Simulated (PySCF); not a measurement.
O2Si, charge -1, doublet, geometry from GFN2-xTB (a state made from the parent by changing its charge; the spin is typed, not shown lowest); BHANDHLYP/pcseg-1 run with PySCF.

The PySCF input:
```python
from pyscf import gto, scf, dft

mol = gto.M(
    atom='''
O     1.42427737   -0.24577043    0.00533465
Si   -0.01222762    0.33847329    0.01337146
O    -1.40287903   -0.34655783   -0.02873470
''',
    basis='pcseg-1',
    charge=-1,
    spin=1,
    verbose=4,
)

mf = dft.UKS(mol)
mf.xc = 'bhandhlyp'
mf.kernel()
```

The log (banner, timings and long lists left out):

```
PySCF version 2.14.0

[INPUT] verbose = 4
[INPUT] num. atoms = 3
[INPUT] num. electrons = 31
[INPUT] charge = -1
[INPUT] spin (= nelec alpha-beta = 2S) = 1
[INPUT] symmetry False subgroup None
[INPUT] Mole.unit = angstrom
[INPUT] Symbol           X                Y                Z      unit          X                Y                Z       unit  Magmom
[INPUT]  1 O      1.424277370000  -0.245770430000   0.005334650000 AA    2.691494154716  -0.464438802217   0.010081027470 Bohr   0.0
[INPUT]  2 Si    -0.012227620000   0.338473290000   0.013371460000 AA   -0.023106852955   0.639621818580   0.025268397286 Bohr   0.0
[INPUT]  3 O     -1.402879030000  -0.346557830000  -0.028734700000 AA   -2.651057152595  -0.654899385024  -0.054300713272 Bohr   0.0

nuclear repulsion = 88.4064705655931
number of shells = 9
number of NR pGTOs = 94
number of NR cGTOs = 46
basis = pcseg-1
ecp = {}

******** <class 'pyscf.dft.uks.UKS'> ********
method = UKS
initial guess = minao
damping factor = 0
level_shift factor = 0
DIIS = <class 'pyscf.scf.diis.CDIIS'>
diis_start_cycle = 1
diis_space = 8
diis_damp = 0
SCF conv_tol = 1e-09
SCF conv_tol_grad = None
SCF max_cycles = 50
direct_scf = True
direct_scf_tol = 1e-13
number electrons alpha = 16  beta = 15
XC library pyscf.dft.libxc version 7.1.2
    S. Lehtola, C. Steigemann, M. J. T. Oliveira, and M. A. L. Marques,  SoftwareX 7, 1–5 (2018)
XC functionals = bhandhlyp
    A. D. Becke,  J. Chem. Phys. 98, 1372 (1993)
    Defined through Gaussian implementation.
radial grids:
    Treutler-Ahlrichs [JCP 102, 346 (1995); DOI:10.1063/1.469408] (M4) radial grids

becke partition: Becke, JCP 88, 2547 (1988); DOI:10.1063/1.454033
pruning grids: <function nwchem_prune>
grids dens level: 3
symmetrized grids: False
atomic radii adjust function: <function treutler_atomic_radii_adjust>
small_rho_cutoff = 0
Set gradient conv threshold to 3.16228e-05
tot grids = 47344
init E= -439.858585854601

cycle= 1 E= -439.595561987524  delta_E= 0.263  |g|= 0.806  |ddm|= 1.67
cycle= 2 E= -439.16461959488  delta_E= 0.431  |g|=  1.3  |ddm|= 1.52
cycle= 3 E= -439.868985255715  delta_E= -0.704  |g|= 0.0317  |ddm|= 0.991
cycle= 4 E= -439.869974015667  delta_E= -0.000989  |g|= 0.0113  |ddm|= 0.0815
cycle= 5 E= -439.870096299174  delta_E= -0.000122  |g|= 0.00365  |ddm|= 0.0237
cycle= 6 E= -439.870119094881  delta_E= -2.28e-05  |g|= 0.00112  |ddm|= 0.0104
cycle= 7 E= -439.870122408378  delta_E= -3.31e-06  |g|= 0.000481  |ddm|= 0.00346
cycle= 8 E= -439.870123124538  delta_E= -7.16e-07  |g|= 0.000182  |ddm|= 0.0018
cycle= 9 E= -439.870123202215  delta_E= -7.77e-08  |g|= 0.000112  |ddm|= 0.000662
cycle= 10 E= -439.870123210079  delta_E= -7.86e-09  |g|= 5.47e-05  |ddm|= 0.000154
cycle= 11 E= -439.870123212715  delta_E= -2.64e-09  |g|= 9.45e-06  |ddm|= 0.000101
cycle= 12 E= -439.870123212934  delta_E= -2.19e-10  |g|= 2.81e-06  |ddm|= 3.27e-05
Extra cycle  E= -439.870123212949  delta_E= -1.49e-11  |g|= 1.81e-06  |ddm|= 6.76e-06
converged SCF energy = -439.870123212949  <S^2> = 0.75669419  2S+1 = 2.006683
```
